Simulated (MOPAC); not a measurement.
MOPAC input (PM6):

```
PM6 1SCF GEO-OK AUX(PRECISION=9) THREADS=1
ClNbO2

Nb    0.25518200 1    0.01137400 1    0.33114000 1
O     1.66745800 1   -0.74959100 1   -0.27256200 1
O    -0.49293600 1   -1.09630000 1    1.40418300 1
Cl   -1.16815500 1    0.84122400 1   -1.33115900 1
```

Output:

```
 *******************************************************************************
 **                                                                           **
 **                              MOPAC v23.2.5                                **
 **                                                                           **
 *******************************************************************************
 ** MOPAC's Digital Object Identifier: https://doi.org/10.5281/zenodo.6511958 **
 **                                                                           **
 ** Please cite the open-source release paper for use of this MOPAC version:  **
 ** J. E. Moussa and J. J. P. Stewart (2026)                                  **
 ** MOPAC: An open-source semiempirical molecular orbital program             **
 ** J. Open Source Softw., 11(119), 8025, https://doi.org/10.21105/joss.08025 **
 *******************************************************************************

                              PM6 CALCULATION RESULTS

 *******************************************************************************
 *  PM6        - The PM6 Hamiltonian to be used
 *  GEO-OK     - OVERRIDE INTERATOMIC DISTANCE AND OTHER SAFETY CHECKS
 *  1SCF       - DO 1 SCF AND THEN STOP
 *  AUX        - OUTPUT AUXILIARY INFORMATION
 *******************************************************************************
PM6 1SCF GEO-OK AUX(PRECISION=9) THREADS=1
 ClNbO2

   ATOM   CHEMICAL          X               Y               Z
  NUMBER   SYMBOL      (ANGSTROMS)     (ANGSTROMS)     (ANGSTROMS)

     1      Nb          0.25518200  *   0.01137400  *   0.33114000  *
     2       O          1.66745800  *  -0.74959100  *  -0.27256200  *
     3       O         -0.49293600  *  -1.09630000  *   1.40418300  *
     4      Cl         -1.16815500  *   0.84122400  *  -1.33115900  *

          CARTESIAN COORDINATES

    NO.       ATOM           X           Y           Z

     1        Nb          0.2552      0.0114      0.3311
     2         O          1.6675     -0.7496     -0.2726
     3         O         -0.4929     -1.0963      1.4042
     4        Cl         -1.1682      0.8412     -1.3312

 General Reference for PM6:
 "Optimization of Parameters for Semiempirical Methods V: Modification of NDDO Approximations
 and Application to 70 Elements", J. J. P. Stewart, J. Mol. Mod., 13, 1173-1213 (2007)
 URL: https://link.springer.com/article/10.1007/s00894-007-0233-4

           Empirical Formula: O2 Nb Cl  =     4 atoms

      MOLECULAR POINT GROUP   :   Cs

      RHF CALCULATION, NO. OF DOUBLY OCCUPIED LEVELS = 12

 -------------------------------------------------------------------------------
 PM6 1SCF GEO-OK AUX(PRECISION=9) THREADS=1
 ClNbO2

     1SCF WAS SPECIFIED, SO BFGS WAS NOT USED
     SCF FIELD WAS ACHIEVED

                              PM6 CALCULATION
                                                       MOPAC v23.2.5 Linux

          FINAL HEAT OF FORMATION =        -85.72380 KCAL/MOL =    -358.66838 KJ/MOL

          COSMO AREA              =        147.62 SQUARE ANGSTROMS
          COSMO VOLUME            =        162.56 CUBIC ANGSTROMS

          IONIZATION POTENTIAL    =         10.666497 EV
          HOMO LUMO ENERGIES (EV) =        -10.666 -2.220
          NO. OF FILLED LEVELS    =         12
          MOLECULAR WEIGHT        =        160.3582         POINT GROUP:  Cs

          MOLECULAR DIMENSIONS (Angstroms)

            Atom       Atom       Distance
           Cl     4    O     2     3.41936
            O     3   Cl     4     2.52275
            O     2   Nb     1     0.55389

          SCF CALCULATIONS        =          1

   ATOM   CHEMICAL          X               Y               Z
  NUMBER   SYMBOL      (ANGSTROMS)     (ANGSTROMS)     (ANGSTROMS)

     1      Nb          0.25518200  *   0.01137400  *   0.33114000  *
     2       O          1.66745800  *  -0.74959100  *  -0.27256200  *
     3       O         -0.49293600  *  -1.09630000  *   1.40418300  *
     4      Cl         -1.16815500  *   0.84122400  *  -1.33115900  *

                             CARTESIAN COORDINATES

   1   Nb        0.255182000     0.011374000     0.331140000
   2    O        1.667458000    -0.749591000    -0.272562000
   3    O       -0.492936000    -1.096300000     1.404183000
   4   Cl       -1.168155000     0.841224000    -1.331159000

           Empirical Formula: O2 Nb Cl  =     4 atoms

      MOLECULAR POINT GROUP   :   Cs

                  EIGENVALUES
 -28.33437 -27.74533 -25.84116 -14.86684 -14.59692 -13.86663 -13.35087 -12.87293
 -12.16503 -11.30001 -11.14961 -10.66650  -2.21981  -0.87751   0.16481   1.18357
   1.30518   3.04361   3.19375   5.27299   5.69736  89.81319  89.82905  89.93349
  90.08500  90.10419

              NET ATOMIC CHARGES AND DIPOLE CONTRIBUTIONS

  ATOM NO.   TYPE          CHARGE      No. of ELECS.   s-Pop       p-Pop       d-Pop
    1         Nb           0.862619        4.1374     0.62179     0.56207     2.95352
    2          O          -0.315895        6.3159     1.78413     4.53177
    3          O          -0.315895        6.3159     1.78413     4.53177
    4         Cl          -0.230829        7.2308     1.99413     5.23527     0.00143
 DIPOLE           X         Y         Z       TOTAL
 POINT-CHG.     0.570     1.915     1.131     2.296
 HYBRID         0.188     1.827     0.620     1.939
 SUM            0.758     3.742     1.751     4.201

          ATOMIC ORBITAL ELECTRON POPULATIONS

     Atom    s        px        py        pz      x^2-y^2     xz        z^2       yz        xy
    1 Nb   0.62179   0.21168   0.15319   0.19720   0.63601   0.59250   0.64874   0.48401   0.59226
    2  O   1.78413   1.42402   1.60160   1.50615
    3  O   1.78413   1.53617   1.60812   1.38748
    4 Cl   1.99413   1.77703   1.72620   1.73204   0.00015   0.00051   0.00023   0.00031   0.00023

 **********************
 *                    *
 * JOB ENDED NORMALLY *
 *                    *
 **********************

 == MOPAC DONE ==
```

The geometry given is a B3LYP-D3(BJ)/def2-TZVP minimum.
